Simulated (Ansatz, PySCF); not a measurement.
Gas-phase reaction (SMILES): [O]=[Ge]([Cl])[Cl] + 4 [H][H] (H2) → 2 Cl (HCl) + [GeH4] (GeH4) + O (H2O); energy of full hydrogenation.

Each molecule is optimised on its own at B3LYP-D3(BJ)/def2-TZVP (Ansatz, an electronic-structure program). Cores are frozen in the correlated levels unless marked. Spin-orbit coupling is left out. Frozen are the shells of the preceding noble gas and the d and f shells that filled before the atom's block. No relativistic terms. Basis-set limits of correlation are two-point, X^-3; Hartree-Fock from the larger set. Thermal terms are rigid-rotor harmonic-oscillator values from B3LYP-D3(BJ) frequencies (Ansatz or PySCF) at 298.15 K and 1 atm. 1 Eh = 627.5095 kcal/mol.

| species | E, CCSD(T)/CBS(def2-TZVPPD,def2-QZVPPD) (Ansatz) (Eh) | E, PBE0-D4/def2-TZVPD (Ansatz + dftd4) (Eh) | H - E (Eh) | G - E (Eh) |
|---|---|---|---|---|
| [O]=[Ge]([Cl])[Cl] | -3070.29927 | -3072.10801 | 0.01157 | -0.02462 |
| [H][H] (H2) | -1.17452 | -1.16831 | 0.01336 | -0.00144 |
| Cl (HCl) | -460.37886 | -460.66608 | 0.01000 | -0.01120 |
| [GeH4] (GeH4) | -2077.90489 | -2079.12012 | 0.03354 | 0.00887 |
| O (H2O) | -76.37558 | -76.38102 | 0.02495 | 0.00353 |

Task: Work out ΔE and ΔH, ΔG, ΔS and the equilibrium constant at 298.15 K at the first level, then ΔH at the second.

Result: 
1. ΔE = [2×(-460.37886) + (-2077.90489) + (-76.37558)] - [(-3070.29927) + 4×(-1.17452)] = -0.04084 Eh = -25.6 kcal/mol at CCSD(T)/CBS(def2-TZVPPD,def2-QZVPPD).
2. The terms H - E add up to 0.01348 Eh, so ΔH = (-0.04084 + (0.01348))×627.5095 = -17.2 kcal/mol.
3. The terms G - E add up to 0.02038 Eh, so ΔG = -12.8 kcal/mol, and ΔS = (0.01348 - (0.02038))×627509.5/298.15 = -14.5 cal/(mol K).
4. log10 K = -ΔG/(RT ln 10) = 9.4, with RT ln 10 = 1.3642 kcal/mol.
5. At PBE0-D4/def2-TZVPD the same steps give ΔE = -32.7 and ΔH = -24.2 kcal/mol, a shift of -7.0 from the first level.
6. These values are not checked against measurement here, since the tables used lack a sound gas-phase enthalpy of formation for at least one species.
